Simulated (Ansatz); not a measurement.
A run for Ansatz (an electronic-structure program): U-CCSD(T)/def2-QZVPP on Be2+, 2S+1 = 2, a spin state set in the input, which need not be the lowest, a point of a bond scan (R = 2.236 Å). Charge +1. Files ending in .json are basis or fitting sets from the Basis Set Exchange.

Ansatz 0.2 input:
```yaml
crystal:
  periodic: [false, false, false]
  atoms:
    - {symbol: Be, position_ang: [0.00000000, 0.00000000, 0.00000000]}
    - {symbol: Be, position_ang: [0.00000000, 0.00000000, 2.23610600]}
basis:
  gaussian:
    orbitals: def2-QZVPP.json
    pivot_positions_ang: [[0.00000000, 0.00000000, 0.00000000], [0.00000000, 0.00000000, 2.23610600]]
total_charge: 1
magnetization: {spin_polarized: true, initial_magnetization: 1}
correlation: {method: ccsd_t, electrons: valence}
output: {orbitals: {seedname: ./end}}
```

It printed:

```
WARN ansatz: RAYON_NUM_THREADS=1 ignored (pool sized by the plan → 1); use --threads N
Functional definition: HF
integrals: 0.07 GiB planned
483 factors; integrals over basis functions are off by at most 3.4e-4 eV
mean field: 0.10 GiB planned
mean field evaluation 1: about -786.4336 eV, gradient 3.9e0 eV
mean field evaluation 2: about -786.4344 eV, gradient 3.9e0 eV
mean field evaluation 4: about -786.9060 eV, gradient 1.0e0 eV
mean field evaluation 8: about -786.9737 eV, gradient 1.6e-3 eV
mean field evaluation 16: about -786.9702 eV, gradient 1.6e-1 eV
mean field evaluation 32: about -784.5718 eV, gradient 1.9e-2 eV
mean field -786.97369203 eV, -28.9207497521 hartree, gradient 1.7e-6 eV, S^2 0.948238; 2 other end points of the search recorded, 0 dependent functions left out
determinant -786.97369203 eV, -28.9207497521 hartree, with singles and doubles -790.28317349 eV, -29.0423709527 hartree
determinant -784.84284936 eV, -28.8424427283 hartree, with singles and doubles -788.43961147 eV, -28.9746212979 hartree
determinant -784.57036506 eV, -28.8324291152 hartree, with singles and doubles -788.34167781 eV, -28.9710223023 hartree
reference -786.97369203 eV, -28.9207497521 hartree; 4, 3 occupied and 68, 69 virtual orbitals, 483 factors
second order -2.57371677 eV of doubles, -0.00000000 eV of singles
coupled cluster: 0.23 GiB planned
cycle   1  -3.25523832 eV  change   -2.4e-1 eV  update   2.2e-2
cycle   2  -3.26089025 eV  change   -5.7e-3 eV  update   6.9e-3
cycle   3  -3.26623446 eV  change   -5.3e-3 eV  update   3.0e-3
cycle   4  -3.26958473 eV  change   -3.4e-3 eV  update   1.2e-3
cycle   5  -3.27087081 eV  change   -1.3e-3 eV  update   4.6e-4
cycle   6  -3.27127128 eV  change   -4.0e-4 eV  update   1.8e-4
cycle   7  -3.27142268 eV  change   -1.5e-4 eV  update   8.6e-5
cycle   8  -3.27151238 eV  change   -9.0e-5 eV  update   4.1e-5
cycle   9  -3.27153374 eV  change   -2.1e-5 eV  update   1.2e-5
cycle  10  -3.27153726 eV  change   -3.5e-6 eV  update   3.0e-6
coupled cluster: 0.23 GiB planned
perturbative correction -0.03737330 eV, -0.0013734436 hartree
Total energy: -790.28260259 eV, -29.0423499725 hartree
```

The calculation finished and met its thresholds. Its determinant has ⟨S²⟩ = 0.95, a mixture of spin states.

Cost: roughly 4 core-seconds.
